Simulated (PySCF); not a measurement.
Predicted microwave data (PySCF, PBE0-D3(BJ)/def2-SVP geometry optimisation, gas phase) for one isomer of C2H9NOSi:

```
Rotational constants : A = 8575, B = 2038, C = 1775 MHz
Dipole components    : |μa| = 0.77 D, |μb| = 0.41 D, |μc| = 0.17 D
Inertial defect      : -22.23 u·Å²
κ                    : -0.92
```

**Question.** Which structure is it? (One computed conformer of each.)
A. `[CH3:1][NH:2][SiH2:3][O:4][CH3:5]` with C1–N2–Si3–O4 88°, N2–Si3–O4–C5 -63°
B. `[CH3:1][O:2][CH2:3][SiH2:4][NH2:5]` with C1–O2–C3–Si4 178°, O2–C3–Si4–N5 -55°, C3–Si4–N5–H 43° and 178°

**Answer.** B. It is COC[SiH2]N, a near-prolate asymmetric top, point group C1. The candidates at the same level (rigid rotor, commonest isotopes):

| SMILES | A (MHz) | B (MHz) | C (MHz) | μa (D) | μb (D) | μc (D) | Δ (u·Å²) | point group | rotor |
| --- | --- | --- | --- | --- | --- | --- | --- | --- | --- |
| COC[SiH2]N | 8575 | 2038 | 1775 | 0.77 | 0.41 | 0.17 | -22.23 | C1 | near-prolate asymmetric top |
| CN[SiH2]OC | 6359 | 2463 | 1958 | 1.19 | 1.52 | 0.24 | -26.51 | C1 | asymmetric top |

`CN[SiH2]OC` has A 26 % too low. No structure here is proved a minimum.
